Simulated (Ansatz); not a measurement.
Reaction (isomerisation): `N[SiH](F)CF` → `FCN[SiH2]F`

Isolated molecules relaxed with PBE0-D4/def2-TZVP in Ansatz; ΔE leaves out vibrations. CCSD(T)/CBS adds triple-zeta CCSD(T) − MP2 to the extrapolated MP2 energy (def2 sets, frozen cores). Functionals use def2-TZVPP. One conformer a species, not always the lowest.

`N[SiH](F)CF`:

Cartesian coordinates in Å:
```
N 1.536 -0.129 0.377
Si 0.092 -0.665 -0.322
F 0.120 -0.759 -1.923
C -1.236 0.586 0.150
F -0.702 1.876 0.092
H 2.369 -0.693 0.411
H 1.740 0.856 0.420
H -0.226 -2.035 0.144
H -1.592 0.415 1.172
H -2.100 0.547 -0.521
```

`FCN[SiH2]F`:

Cartesian coordinates in Å:
```
F -0.808 -1.900 -0.773
C 0.378 -1.217 -0.519
N 0.215 0.183 -0.568
Si -0.290 1.153 0.747
F -1.871 1.182 0.980
H 1.094 -1.559 -1.271
H 0.709 -1.520 0.478
H 0.151 0.555 -1.503
H 0.111 2.547 0.460
H 0.312 0.576 1.969
```

Is it downhill or uphill in electronic energy at CCSD(T)/CBS, and by how much? (Estimate.)

Computed: Uphill: ΔE = +22.5 kJ/mol.

What do these levels give: PBE-D4, r2SCAN, SCS-MP2/def2-TZVPP, HF/def2-QZVPP, HF/CBS(def2), CCSD/CBS(def2)? (Estimate.)

The calculation gave: PBE-D4 20.5, r2SCAN 22.5, SCS-MP2/def2-TZVPP 16.6, HF/def2-QZVPP 14.1, HF/CBS(def2) 14.1, CCSD/CBS(def2) 23.0 kJ/mol.

Largest T1 diagnostic among the species: 0.011.

In def2-TZVPP, CCSD(T) changes the Hartree–Fock value by +4.2 kJ/mol (the triples alone add −0.4 kJ/mol) and MP2 by +4.3 kJ/mol.
